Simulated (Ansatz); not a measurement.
Basis-set extrapolation for C₂H₈BNO (`CB(O)CN`) (PBE0-D4/def2-TZVP geometry, frozen core, Ansatz). Multiplicity 1, RHF reference.

|  | def2-TZVPP | def2-QZVPP |
| --- | --- | --- |
| HF | -234.546238 | -234.557646 |
| MP2 correlation | -0.907235 | -0.970789 |
| CCSD(T) correlation | -0.983820 | not run |

Energies in hartree. Use E(X) = E(∞) + A·exp(−7.88·√X) for Hartree–Fock and E(X) = E(∞) + B·X^(−2.97) for correlation, with X = 3 and 4, and add CCSD(T) minus MP2 of the smaller set to the MP2 limit.

Problem. What is the CCSD(T) energy at the basis-set limit?

Solution. HF limit: -234.557646 + (-0.011408) × 0.13774 = -234.55922. MP2 limit: -0.970789 + (-0.063554) × 0.74074 = -1.01787. Higher-order term: -0.983820 − (-0.907235) = -0.07659. Total: -235.65368 hartree, 324.6 kJ/mol below CCSD(T)/def2-TZVPP.
